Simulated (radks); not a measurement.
Question: Radial electron density D(r) = 4 pi r^2 rho(r) of an atom or ion with 27 electrons. All-electron calculation, scalar-relativistic Kohn-Sham, LDA (Slater exchange, Perdew-Wang correlation), spin-polarised, spherical densities, point nucleus. Program: a radial shooting solver on a logarithmic mesh with Libxc functionals.

r (bohr),D(r) (e/bohr),spin D(r)
0.004173,3.868,-0.0000516
0.004705,4.729,-0.0000630
0.005305,5.756,-0.0000767
0.005934,6.886,-0.0000916
0.00669,8.302,-0.000110
0.007543,9.949,-0.000132
0.008505,11.84,-0.000157
0.009513,13.84,-0.000183
0.01073,16.23,-0.000214
0.01209,18.84,-0.000248
0.01363,21.65,-0.000284
0.01525,24.39,-0.000318
0.0172,27.35,-0.000355
0.01939,30.23,-0.000390
0.02186,32.87,-0.000421
0.02465,35.12,-0.000445
0.02757,36.70,-0.000457
0.03108,37.71,-0.000453
0.03505,37.92,-0.000421
0.03951,37.33,-0.000342
0.0442,36.15,-0.000195
0.04983,34.44,0.000107
0.05618,32.63,0.000681
0.06335,31.17,0.00175
0.07085,30.54,0.00354
0.07989,30.96,0.00691
0.09007,32.66,0.0128
0.1016,35.44,0.0226
0.1136,38.54,0.0373
0.1281,41.63,0.0618
0.1444,43.57,0.0989
0.1628,43.58,0.153
0.1821,41.53,0.223
0.2053,37.38,0.322
0.2315,32.03,0.449
0.261,26.76,0.602
0.2943,22.86,0.775
0.3292,21.16,0.943
0.3712,21.48,1.12
0.4185,23.27,1.26
0.4718,25.30,1.34
0.5278,26.30,1.36
0.595,25.70,1.31
0.6709,23.26,1.19
0.7564,19.45,1.03
0.8461,15.34,0.846
0.954,11.05,0.649
1.076,7.396,0.467
1.213,4.606,0.313
1.356,2.775,0.201
1.529,1.501,0.115
1.724,0.7487,0.0591
1.944,0.3407,0.0270
2.175,0.1482,0.0115
2.452,0.05370,0.00394
2.765,0.01673,0.00113

What is the nuclear charge?

Answer: Z = 31. The innermost maximum, from 1s, lies near gamma/Z bohr with gamma = sqrt(1 - (Z/c)^2) = 0.974, here 0.0314 bohr (found: 0.0339), and its height grows with Z. The density is that of the gallium ion Ga4+ in [Ar] 3d9; the configuration itself is not fixed sharply by these data, and Z only to about a unit. D(r) has 3 maxima, at r = 0.0339, 0.154, 0.541 bohr, and minima at 0.0720, 0.343 bohr, inside which lie 2.08, 10.95 electrons.
